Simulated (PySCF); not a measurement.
Species: (ClBe-mu-F)2.
Cartesian coordinates in Å at the PBE0-D3(BJ)/def2-SVP level; atoms count from 1:
```
atom  x, y, z in Å
Be1    0.7542    0.3926   -0.7406
Cl2    1.9726    1.0257   -1.9463
F3    -0.7441   -0.1113   -0.8193
Be4   -0.7539   -0.3927    0.7410
Cl5   -1.9735   -1.0257    1.9454
F6     0.7447    0.1114    0.8197
```

The closed-shell ground state was solved at several levels (PySCF, density fitting, gas phase, non-relativistic). The dipole stays under 0.02 D at every level.

```json
{"level": "B3LYP/def2-SVPD", "basis functions": "124", "total energy (Eh)": "-1149.5323", "HOMO (eV)": "-9.19", "LUMO (eV)": "-1.13", "gap (eV)": "8.06"}
{"level": "PBE0/pcSseg-1", "basis functions": "106", "total energy (Eh)": "-1149.3156", "HOMO (eV)": "-9.49", "LUMO (eV)": "-0.62", "gap (eV)": "8.87"}
```

(1) What might KT2/pcSseg-1 (106 basis functions) give for the same quantities?

(2) Over all these levels, which gives the widest orbital gap and which the narrowest?

## Answers

(1) Total energy -1159.8422 Eh, HOMO -8.15 eV, LUMO -1.62 eV, gap 6.53 eV.

(2) PBE0/pcSseg-1 (global hybrid, 25 % exact exchange) has the widest, 8.87 eV, and KT2/pcSseg-1 (GGA) the narrowest, 6.53 eV. The two share the basis. From the narrowest to the widest the HOMO moves by -1.34 eV and the LUMO by +1.00 eV.

One conformer stands for the species.
